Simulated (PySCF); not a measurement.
**Exercise with solution: oscillator strength and radiative lifetime**

CH₅AlOS, SMILES [SH][AlH][O]C.

The structure is a stationary point at PBE-D3(BJ)/def2-SVP. The values are those of a single conformer.

TDDFT-B3LYP/def2-SVPD run with PySCF puts the first singlet state with f over 0.02 at 5.86 eV (vertical), with the transition dipole (-0.196, 0.569, 0.000) in atomic units.

Q: Find the oscillator strength, the wavelength and the radiative lifetime that this transition would have in vacuum if emission retraced absorption.

A: 
|μ|² = 0.3622 au, so |μ| = 1.53 D. ΔE = 5.86/27.211 = 0.2154 hartree. f = (2/3) ΔE |μ|² = 0.052 (the program prints 0.052).
λ = 1239.84/5.86 = 212 nm; ν = 47264 cm⁻¹.
Einstein's coefficient A = 0.6670 ν² f s⁻¹ (ν in cm⁻¹) = 7.7e7 s⁻¹, so τ = 1/A = 13 ns. This state is S1. The figure is the radiative limit of this one transition; relaxation, internal conversion, crossing to triplets and a medium change what is measured.
